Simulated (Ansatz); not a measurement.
Cartesian coordinates (Å):
```xyz
11

C      1.8552    -0.1713    -0.9085
C      0.8512     0.5021    -0.4246
C     -0.1348     1.2189     0.0498
O     -1.2850     0.7615     0.6206
C     -1.4106    -0.6511     0.7013
H      1.8900    -0.4780    -1.9501
H      2.7036    -0.4560    -0.2927
H     -0.1118     2.3013     0.0242
H     -2.3695    -0.8472     1.1744
H     -0.6025    -1.0793     1.3011
H     -1.3858    -1.1008    -0.2954
```
Charge 0, multiplicity 1.

These are frozen-core CCSD(T)/def2-TZVPP // B3LYP-D3(BJ)/def2-TZVP (Ansatz, an electronic-structure program) values and carry that method's errors.

- HF energy: -229.83159 Ha
- MP2 correlation energy: -0.88092 Ha

Problem. Estimate the CCSD correlation energy, the (T) correction, the total energy and the T1 diagnostic.

Solution. 
```yaml
CCSD correlation energy: -0.91526 Ha
"(T) correction": -0.04125 Ha
CCSD(T) total energy: -230.78810 Ha
T1 diagnostic: 0.013
```
